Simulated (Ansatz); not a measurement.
C3H7FGe can be A, `C/C(F)=[CH]/[GeH3]`, or B, `C[C]1(F)[CH2][GeH2]1`.

Calculated with Ansatz (gas phase, PBE0-D4/def2-TZVP geometries, no zero-point term in ΔE). CCSD(T)/CBS is the MP2 limit (def2-TZVPP, def2-QZVPP) plus CCSD(T) − MP2 in def2-TZVPP, frozen cores. DFT in def2-TZVPP. B3LYP here is the variant with VWN-RPA as its local correlation; programs differ in this. For Ge outer-core shells are correlated without core-valence functions, which leaves a few kJ/mol of doubt a bond. Scalar relativity is left out up to krypton.

A:

Z-matrix (Å, degrees):
```
C
C 1 1.481
H 1 1.094 2 110.2
H 1 1.094 2 110.2 3 -118.4
H 1 1.089 2 110.7 3 120.8
F 2 1.351 1 111.3 3 59.3
C 2 1.323 1 129.6 3 -120.7
Ge 7 1.936 2 123.2 1 180.0
H 7 1.083 2 116.9 1 -0.0
H 8 1.537 7 110.9 2 60.6
H 8 1.537 7 110.9 2 -60.5
H 8 1.537 7 108.0 2 -180.0
```

B:

```xyz
12

C     1.1272    0.1744    1.0659
C     0.3659   -0.4122   -0.0787
F     1.0144   -1.5166   -0.5872
C    -0.1698    0.5114   -1.1464
Ge   -1.5961   -0.3864   -0.1464
H     2.1064    0.5278    0.7227
H     1.2771   -0.5655    1.8533
H     0.5876    1.0233    1.4907
H     0.0234    1.5733   -1.0307
H    -0.0377    0.1492   -2.1611
H    -2.3604    0.4109    0.9049
H    -2.3380   -1.4894   -0.8870
```

Q: Which isomer does CCSD(T)/CBS put lower? Give the gap. (Best estimate.)

A: The calculation gave: A, by 70.4 kJ/mol.

Q: Give E(B) − E(A) in kJ/mol with r2SCAN-D4, CCSD/def2-TZVPP, LDA (SPW92), HF/def2-TZVPP, B3LYP, B2PLYP, CCSD(T)/def2-TZVPP. (Best estimate.)

A: Ansatz gave: r2SCAN-D4 73.3, CCSD/def2-TZVPP 82.7, LDA (SPW92) 53.2, HF/def2-TZVPP 117.9, B3LYP 88.0, B2PLYP 83.7, CCSD(T)/def2-TZVPP 79.2. None reverses the order clearly.

Q: Does the order hold for the free energy at 298.15 K (harmonic terms from PBE0-D4)? (Estimate.)

A: The calculation gave: Yes: G(B) − G(A) = +81.9 kJ/mol. Modes under 60 cm⁻¹, often nearly free rotors, make the harmonic entropy too high.

Largest T1 diagnostic: 0.012.

At CCSD(T), def2-SVP lies +18.7 kJ/mol from the extrapolated value and def2-TZVPP +8.8 kJ/mol. From BLYP to BHLYP (50 % exact exchange), in def2-TZVPP and without D4, E(B) − E(A) moves by +4.1 kJ/mol.
